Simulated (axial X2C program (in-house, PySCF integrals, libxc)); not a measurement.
Spectroscopic constants of InC⁺

Computed with an axial X2C code built on PySCF integrals. Spin-free means the one-electron spin-free X2C Hamiltonian; two-component (2c) means X2C with spin–orbit coupling and atomic mean-field two-electron Coulomb and Gaunt terms, so the difference of the two also holds small scalar two-electron terms. Basis: In dyall-cv3z [11s12p9d4f1g], C dyall-v3z [7s6p2d1f] (cores contracted in-house); Gaussian nuclei, density fitting, unrestricted open shells. Masses: In 114.904 u, C 12.000 u.

Input file and command:
```json
{"zs": [49, 6], "q": 1, "bas": ["dyall-cv3z", "dyall-v3z"], "levels": ["PBE0", "HF", "B97-3"], "cc": true, "r0": 2.03, "thr": -1.0, "nmax": 90, "npts": 10, "nst": 2, "ntry": 6}
```
```bash
python so2c.py task.json out
```

Keys: zs atomic numbers; q charge; bas basis sets; levels methods; cc coupled cluster on or off; r0 starting distance in Å; thr threshold in hartree for freezing inner shells (an s shell follows its p shell); nmax most natural virtual spinors; npts points on the curve; nst determinants followed; ntry starts of the search. HF also brings MP2.

State, spin-free: M_S = 1, Λ = 0 (beyond evenly filled blocks: π+α, π-α); electrons by block: σα: 12, σβ: 12, π+α: 6, π+β: 5, π-α: 6, π-β: 5, δ+α: 2, δ+β: 2, δ-α: 2, δ-β: 2. Fragments: In+ + C.

State, 2c: Ω = 1 (⟨Sz⟩ = 1.00, ⟨Lz⟩ = 0.00 at PBE0); electrons by block: 1/2: 17, -1/2: 18, 3/2: 8, -3/2: 7, 5/2: 2, -5/2: 2. Fragments: In+ + C.

| Hamiltonian | level | Re (Å) | ωe (cm⁻¹) | ωexe (cm⁻¹) | De (eV) | D0 (eV) | k (mdyn/Å) | μ (D) |
| --- | --- | --- | --- | --- | --- | --- | --- | --- |
| 2c | PBE0 | 2.272 | 309.3 | 7.94 | 0.284 | 0.265 | 0.613 | -0.84 |
| 2c | B97-3 | 2.349 | 243.0 | 10.7 | 0.116 | 0.102 | 0.378 | -0.78 |

Spin-free values that have a 2c row agree with it to the digits that matter (0.001 Å, 0.01 eV) and are not repeated.

Dipoles are positive if C is the positive end and refer to the centre of mass.

Occupations by symmetry block were frozen at the best pattern of an incomplete PBE0 search. De is counted from the lowest determinant-based energies of the atoms at the same level, without counterpoise correction. Density functionals use the spin component along the axis (collinear). In 2c an atomic determinant is not the ground J level, so De misses part of the atomic spin–orbit lowering. This holds for PBE0, B97-3. Other states lie close and PBE0, whose exact exchange favours high spin, may order them wrongly; the determinant shown need not be the ground state. The nearest other 2c determinant of the search, Ω = 2, lies 0.36 eV up at the distance of the search. The functionals have no current-density term, which raises determinants with orbital currents, atoms included. With several unpaired electrons one determinant need not be a pure state. Open-shell Ω = 0 determinants with evenly filled partner blocks cannot be reached by this program, so the Ω shown need not be the lowest component. This is the Ω = 1 component of a π² triplet; the 0⁺ component is not one determinant and can lie lowest. The determinant is spin-polarised beyond a pure state at some levels (its spin-free form has ⟨S²⟩ too high), which makes Re and μ there less reliable.

No reliable constants came from CCSD (2c), CCSD (spin-free), CCSD(T) (2c), CCSD(T) (spin-free), HF (2c), HF (spin-free), MP2 (2c), MP2 (spin-free): no minimum in range, unconverged points, a curve that is not smooth, a change of character along it, or the two Hamiltonians disagreeing along it.

Rough cost a point (2c) on 1 thread(s) of a shared host, integrals apart: PBE0 0.8 s, B97-3 0.8 s.

The whole task took 2.4 min on 1 thread of Intel(R) Xeon(R) Processor @ 2.30GHz, with other jobs on the host.
